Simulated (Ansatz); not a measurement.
Calculation: B3LYP-D3(BJ)/def2-TZVP run with Ansatz (a quantum-chemistry and plane-wave program). No frequencies were computed at this level.

Ansatz 0.2 input:
```yaml
crystal:
  periodic: [false, false, false]
  atoms:
    - { symbol: F, position_ang: [-0.743301, -1.039033, 0.008886] }
    - { symbol: B, position_ang: [0.054746, -0.005478, -0.000565] }
    - { symbol: F, position_ang: [-0.528291, 1.163125, 0.007362] }
    - { symbol: H, position_ang: [1.216846, -0.118614, -0.015683] }
basis:
  gaussian: { orbitals: def2-tzvp }
hamiltonian:
  xc: b3lyp
  dispersion: d3bj
relax:
  max_steps: 150
```

Output:

```
Functional definition: B3LYP
525 factors; their error is unknown
mean field evaluation 1: about -6130.2139 eV, gradient 3.9e1 eV
mean field evaluation 2: about -6127.9185 eV, gradient 5.9e1 eV
mean field evaluation 4: about -6132.2324 eV, gradient 5.9e-1 eV
mean field evaluation 8: about -6132.2507 eV, gradient 5.8e-3 eV
mean field -6132.25072915 eV, -225.3560577074 hartree, gradient 7.7e-5 eV, S^2 0.000000; 0 other end points of the search recorded, 0 dependent functions left out
reference -6132.25091759 eV, -225.3560646323 hartree; 12, 12 occupied and 87, 87 virtual orbitals, 525 factors
relax step   1: F+E_penalty+E_count = -6132.29895029 eV  Δ(F+E_penalty+E_count) = +0.000e0 eV  max|allowed force component| = 7.582e-1 eV/Å  Δτ_max = 0.0000 Å  (24 SCF iters, accepted)
these checks for a lower state are left out or cut short: starts, cluster_reference, orbital_swaps, neighbouring_geometries, increment
525 factors; their error is unknown
mean field evaluation 16: about -6132.2504 eV, gradient 3.6e-3 eV
mean field -6132.26748425 eV, -225.3566734461 hartree, gradient 1.2e-5 eV, S^2 0.000000; 0 other end points of the search recorded, 0 dependent functions left out
reference -6132.26767318 eV, -225.3566803891 hartree; 12, 12 occupied and 87, 87 virtual orbitals, 525 factors
relax step   2: F+E_penalty+E_count = -6132.31564995 eV  Δ(F+E_penalty+E_count) = -1.670e-2 eV  max|allowed force component| = 2.765e-1 eV/Å  Δτ_max = 0.0131 Å  (29 SCF iters, accepted)
these checks for a lower state are left out or cut short: starts, cluster_reference, orbital_swaps, neighbouring_geometries, increment
525 factors; their error is unknown
mean field -6132.25832524 eV, -225.3563368584 hartree, gradient 1.7e-5 eV, S^2 0.000000; 0 other end points of the search recorded, 0 dependent functions left out
reference -6132.25851449 eV, -225.3563438134 hartree; 12, 12 occupied and 87, 87 virtual orbitals, 525 factors
relax step   3: F+E_penalty+E_count = -6132.30645338 eV  Δ(F+E_penalty+E_count) = +9.197e-3 eV  max|allowed force component| = 5.800e-1 eV/Å  Δτ_max = 0.0342 Å  (27 SCF iters, rejected (line search))
these checks for a lower state are left out or cut short: starts, cluster_reference, orbital_swaps, neighbouring_geometries, increment
525 factors; their error is unknown
mean field evaluation 32: about -6132.2708 eV, gradient 2.4e-5 eV
mean field -6132.27081771 eV, -225.3567959482 hartree, gradient 1.1e-5 eV, S^2 0.000000; 0 other end points of the search recorded, 0 dependent functions left out
reference -6132.27100694 eV, -225.3568029024 hartree; 12, 12 occupied and 87, 87 virtual orbitals, 525 factors
relax step   4: F+E_penalty+E_count = -6132.31895422 eV  Δ(F+E_penalty+E_count) = -3.304e-3 eV  max|allowed force component| = 3.501e-2 eV/Å  Δτ_max = 0.0113 Å  (28 SCF iters, accepted)
these checks for a lower state are left out or cut short: starts, cluster_reference, orbital_swaps, neighbouring_geometries, increment
525 factors; their error is unknown
mean field -6132.27084162 eV, -225.3567968272 hartree, gradient 1.8e-5 eV, S^2 0.000000; 0 other end points of the search recorded, 0 dependent functions left out
reference -6132.27103084 eV, -225.3568037807 hartree; 12, 12 occupied and 87, 87 virtual orbitals, 525 factors
relax step   5: F+E_penalty+E_count = -6132.31897585 eV  Δ(F+E_penalty+E_count) = -2.164e-5 eV  max|allowed force component| = 2.281e-3 eV/Å  Δτ_max = 0.0006 Å  (20 SCF iters, accepted)
525 factors; their error is unknown
mean field -6132.27084162 eV, -225.3567968272 hartree, gradient 1.7e-5 eV, S^2 0.000000; 1 other end points of the search recorded, 0 dependent functions left out
reference -6132.27103084 eV, -225.3568037807 hartree; 12, 12 occupied and 87, 87 virtual orbitals, 525 factors
Total energy: -6132.31916507 eV, -225.3585726810 hartree
Atom 0 at    -0.742313    -1.062905     0.009310 Å, force     0.000653     0.000897     0.000008 eV/Å
Atom 1 at     0.042047    -0.004104    -0.000564 Å, force    -0.002281     0.000259    -0.000019 eV/Å
Atom 2 at    -0.522843     1.186363     0.007755 Å, force     0.000473    -0.001034     0.000009 eV/Å
Atom 3 at     1.223109    -0.119354    -0.016500 Å, force     0.001155    -0.000121     0.000003 eV/Å
Dipole moment:     0.189326    -0.018476    -0.002551 e Å
```

Cost: around 4 core-seconds (rough).
